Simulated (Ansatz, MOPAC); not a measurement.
System: SiPH4, charge 0, multiplicity 2. SMILES: [SiH3][PH]

Atoms: Si1, P2, H3, H4, H5, H6. Bonds: Si1-P2, Si1-H3, Si1-H4, Si1-H5, P2-H6.

Bond lengths (Å) and angles (degrees) optimised at PM3 with MOPAC; PM6 with MOPAC; B3LYP/6-31G* with Ansatz (an electronic-structure program), each started from the B3LYP-D3(BJ)/def2-TZVP structure (Ansatz) of the last column. A row stands for all coordinates that are equal there. 6-31G* holds six Cartesian d functions. At PM6 the structure is a saddle point.

```tsv
coordinate	PM3	PM6	B3LYP/6-31G*	B3LYP-D3(BJ)/def2-TZVP
Si1-P2	2.204	2.030	2.274	2.261
Si1-H3	1.489	1.493	1.486	1.481
Si1-H4	1.491	1.496	1.490	1.484
P2-H6	1.345	1.451	1.432	1.425
P2-Si1-H3	108.9	107.9	109.2	109.0
P2-Si1-H4	111.3	111.4	110.9	110.6
Si1-P2-H6	102.4	117.2	92.6	91.8
H3-Si1-H4	108.7	108.6	108.8	109.0
H4-Si1-H5	107.9	108.9	108.2	108.6
```

Mean signed difference of all 5 bond lengths from B3LYP-D3(BJ)/def2-TZVP: PM3 -0.023 Å, PM6 -0.034 Å, B3LYP/6-31G* 0.008 Å.
